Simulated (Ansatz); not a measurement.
The lowest singlet and triplet of FHSi (SMILES F[SiH]); geometries from B3LYP-D3(BJ)/def2-TZVP, each state relaxed from the structure named, with no frequency check.
Singlet (charge 0, multiplicity 1):
```
atom    x (Å)    y (Å)   z (Å)
----  -------  -------  ------
F      0.8441  -0.5754  0.0000
Si    -0.4348   0.4186  0.0000
H     -1.5091  -0.6821  0.0000
```
Triplet (charge 0, multiplicity 3):
```xyz
3

F      0.926    -0.463     0.000
Si    -0.476     0.337     0.000
H     -1.675    -0.554     0.000
```

A positive gap puts the triplet lower; no zero-point energy. R- takes a restricted singlet. U- takes an unrestricted singlet (broken symmetry where lower, unprojected). The triplet is unrestricted in single-reference levels.

Correlated levels freeze the cores.

The values were computed with Ansatz (Gaussian basis) for Hartree–Fock, density functionals and correlated methods. Values without a source in brackets are computed.

**Question.** Estimate the gap E(singlet) − E(triplet), adiabatic that U-r2SCAN/def2-TZVPP returns for this input.

**Answer.** -120 kJ/mol

**Question.** Give the gap E(singlet) − E(triplet), adiabatic at the level U-MP2/cc-pV(Q+d)Z (spin-contaminated).

**Answer.** -130 kJ/mol

**Question.** What gap E(singlet) − E(triplet), adiabatic does R-HF/cc-pV(Q+d)Z give?

**Answer.** -86 kJ/mol

Doubts at one or more of the structures used: a restricted determinant that unrestricted orbitals would lower (R-HF/cc-pV(Q+d)Z).

Ansatz is a quantum-chemistry and plane-wave program.
